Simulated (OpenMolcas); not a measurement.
**F⁵⁺: terms and fine structure**

```yaml
Program: OpenMolcas
Method: "SS-CASPT2, IPEA 0.25 Eh, imaginary shift 0.1 Eh (closed shells correlated: 1s)"
Basis: ANO-RCC-VTZP [4s3p2d1f]
Scalar_Hamiltonian: DKH2, point nucleus
Active_space: 2 electrons in 4 orbitals (2s 2p)
State_averaging: 2S+1 = 3 even, 3 roots; 2S+1 = 1 even, 7 roots (6 in the spin-orbit step); 2S+1 = 3 odd, 3 roots; 2S+1 = 1 odd, 3 roots
Spin-orbit_coupling: RASSI with atomic mean-field integrals over the reference wave functions, term energies averaged over their components
```

Spin-free terms above the lowest, with the occupations of the reference:

| Configuration | Term | E (cm-1) | Occupations |
| --- | --- | --- | --- |
| 2s2 | 1S | 0.0 | 2s 1.87 2p 0.13 |
| 2s 2p | 3P* | 97275 | 2s 1.00 2p 1.00 |
| 2s 2p | 1P* | 189908 | 2s 1.00 2p 1.00 |
| 2p2 | 3P | 252729 | 2p 2.00 |
| 2p2 | 1D | 276912 | 2p 2.00 |

With spin-orbit coupling, above the lowest level:

```
Configuration  Term  J  E (cm-1)  Measured (cm-1)  Term weight %
          2s2    1S  0       0.0              0.0            100
        2s 2p   3P*  0     96718                             100
        2s 2p   3P*  1     96995            96861            100
        2s 2p   3P*  2     97553            97437            100
        2s 2p   1P*  1    189909                             100
          2p2    3P  0    252180                             100
          2p2    3P  1    252455           251635            100
          2p2    3P  2    252998           252145            100
          2p2    1D  2    276918           274597            100
```

Against the 5 measured excited levels shown (Moore, Atomic Energy Levels, vol. I, NSRDS-NBS 35 (1971 reprint of NBS Circular 467, 1949)) the mean absolute deviation is 850 cm-1; the largest miss in energy is 2p2 1D2: computed 276918, measured 274597 cm-1 (+0.8 %).

Computed and measured levels are paired by configuration, term and J; levels that our copy of the source lacks, or whose pairing is in doubt (as where it misses far off the trend of its configuration), stay unpaired and out of the deviations. Only configurations of the active space appear. The first state left out of the spin-orbit step lies near 350000 cm-1 above the lowest spin-free state of the reference (among the parities and spins computed), and the list stops at four fifths of that energy or lower.

The term weight is that of the spin-free term in the level, not the purity of its configuration. * marks odd parity.
